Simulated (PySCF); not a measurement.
imidazole (C₃H₄N₂), SMILES c1c[nH]cn1. Geometry optimised at PBE-D3(BJ)/def2-SVP.

Level of theory: PySCF with PBE-D3(BJ)/def2-SVP.

Harmonic wavenumbers (cm⁻¹): 553, 634, 671, 708, 773, 842, 874, 915, 1046, 1068, 1109, 1175, 1236, 1353, 1409, 1473, 1517, 3169, 3172, 3207, 3558. Rotational constants (GHz): 9.660, 9.251, 4.726; symmetry number 1.

Question: Work out the zero-point energy and the ideal-gas rigid-rotor harmonic-oscillator thermochemistry at 298.15 K and 1 atm.

Answer: ZPE = ½ Σ hcν = ½ × 30463 cm⁻¹ = 43.55 kcal/mol. H − E(el) = 46.53 kcal/mol. Entropy in cal/(mol K): translation 38.57, rotation 24.15, vibration 2.62, total 65.34. G − E(el) = 27.05 kcal/mol. Cp = 15.73 cal/(mol K).
